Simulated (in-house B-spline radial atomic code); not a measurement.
**Binding energies in Pm¹⁸⁺**

NIST's tabulated ground configuration is [Kr] 4d7; each binding energy is the energy of the ion with one electron taken from that subshell, relaxed, less that of the parent. Computed with an all-electron radial atomic-structure program (B-spline basis): Dirac-Hartree-Fock, average of configuration, Fermi nucleus of rms radius 4.962 fm. Energies include first-order Breit, QED and recoil terms.

```
subshell  X-ray name  binding energy (eV)  -ε (eV)  relaxation (eV)
      1s           K              45648.9  45894.7             61.4
   2p1/2          L2               7479.8   7532.9             32.7
   2p3/2          L3               6926.3   6971.0             30.8
      3s          M1               2112.1   2125.2              9.1
   3p1/2          M2               1933.3   1946.6              9.8
   3p3/2          M3               1819.1   1830.5              9.1
      4s          N1                  759    761.5              1.5
   4p1/2          N2                685.7    688.1              1.5
   4p3/2          N3                657.5    659.4              1.4
      4d        N4,5                536.6    538.1              1.3
```

Relaxation = -ε minus the binding energy without Breit, QED and recoil terms.

Emission lines follow as differences of binding energies, with λ = 12398.42 eV·Å / E:

```json
{"line": "K-L3", "holes": "1s → 2p3/2", "energy (eV)": "38722.6", "wavelength (Å)": "0.32019"}
{"line": "K-L2", "holes": "1s → 2p1/2", "energy (eV)": "38169.1", "wavelength (Å)": "0.32483"}
{"line": "K-M3", "holes": "1s → 3p3/2", "energy (eV)": "43829.8", "wavelength (Å)": "0.28288"}
{"line": "L3-M1", "holes": "2p3/2 → 3s", "energy (eV)": "4814.2", "wavelength (Å)": "2.5754"}
```

(1) What screening constant σ does Moseley's law, E = (3/4)·13.6057 eV·(Z - σ)², need for K-L3?

Moseley's non-relativistic formula needs a falling, then negative, screening constant for heavy elements, because relativity binds the 1s electron more strongly than the formula allows.

(2) What does it cost to remove two 1s electrons?

## Answers

(1) σ = -0.60.

(2) 92372 eV, which is 1074 eV more than the two single binding energies together.
